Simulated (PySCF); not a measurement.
FH₄NSi, SMILES F[SiH2]N. Heavy atoms are numbered as in [SiH2:1]([NH2:2])[F:3]. Hydrogens are named by the atom that carries them.

The structure is a stationary point at PBE0-D3(BJ)/def2-TZVP. One conformer was computed; it need not be the lowest.

Calculation: HF/pcSseg-2 run with PySCF.

GIAO shieldings, no solvent; atoms alike by connectivity are averaged. δ = σ(ref) − σ: ²⁹Si against TMS (σ = 383.2 ppm); ¹⁵N against NH3 (σ = 262.2 ppm); ¹⁹F against CFCl3 (σ = 237.3 ppm); ¹H against TMS (σ = 31.98 ppm), references at their B3LYP-D3(BJ)/def2-TZVP geometries, non-relativistic.

```csv
atoms,nucleus,count,δ (ppm)
Si1 (SiH2),²⁹Si,1,…
N2 (NH2),¹⁵N,1,…
F3,¹⁹F,1,-118.4
H on Si1,¹H,2,4.49
H on N2,¹H,2,1.72
```

Q: Complete the blanks. (The exact figures need the calculation; the answer reports its results.)

A: 
- Si1 (SiH2), δ (ppm): -37.4
- N2 (NH2), δ (ppm): 24.4
